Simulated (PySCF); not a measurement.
SMILES CC(=O)C[SiH2]O[SiH3] (C3H10O2Si2), GFN2-xTB optimised geometry.

```
17

C     -0.51    -1.21    -0.05
C      0.30     0.06     0.00
O      1.51     0.06     0.00
C     -0.51     1.32     0.00
Si    -0.57     2.01    -1.79
O     -1.16     0.86    -2.75
Si    -1.36    -0.35    -3.82
H     -1.06    -1.32     0.89
H     -1.23    -1.15    -0.86
H      0.14    -2.07    -0.18
H     -0.02     2.07     0.62
H     -1.51     1.14     0.38
H      0.77     2.36    -2.25
H     -1.54     3.10    -1.84
H     -2.64    -0.96    -3.44
H     -0.24    -1.28    -3.66
H     -1.40     0.25    -5.14
```

Density from PySCF with PBE/def2-SVP at that geometry.

Minimum of the electron density along straight lines between bonded atoms, close to the bond critical point (lines longer than 1.1 times the sum of covalent radii, or with two minima, are not listed):

| bond | length / Å | ρ at the minimum / e bohr⁻³ | ∇²ρ there / e bohr⁻⁵ | position (fraction from the first atom) |
|---|---|---|---|---|
| C1–C2 | 1.510 | 0.253 | -0.58 | 0.50 |
| C2–O3 | 1.209 | 0.409 | 0.40 | 0.33 |
| C2–C4 | 1.491 | 0.259 | -0.58 | 0.51 |
| C4–Si5 | 1.917 | ___ | 0.27 | 0.62 |
| Si5–O6 | 1.615 | 0.127 | 1.09 | 0.42 |
| O6–Si7 | 1.625 | 0.124 | 1.06 | 0.59 |
| C1–H8 | 1.089 | 0.270 | -0.96 | 0.63 |
| C1–H9 | 1.088 | 0.272 | -0.97 | 0.63 |
| C1–H10 | 1.087 | 0.275 | -1.02 | 0.64 |
| C4–H11 | 1.088 | 0.269 | -0.95 | 0.63 |
| C4–H12 | 1.088 | 0.271 | -0.95 | 0.63 |
| Si5–H13 | 1.457 | 0.121 | 0.32 | 0.49 |
| Si5–H14 | 1.461 | 0.119 | 0.31 | 0.49 |
| Si7–H15 | 1.463 | 0.119 | 0.31 | 0.49 |
| Si7–H16 | 1.460 | 0.119 | 0.31 | 0.49 |
| Si7–H17 | 1.460 | 0.119 | 0.31 | 0.49 |

### Question
Fill in the missing entries.

### Answer

- C4–Si5, ρ at the minimum / e bohr⁻³: 0.107
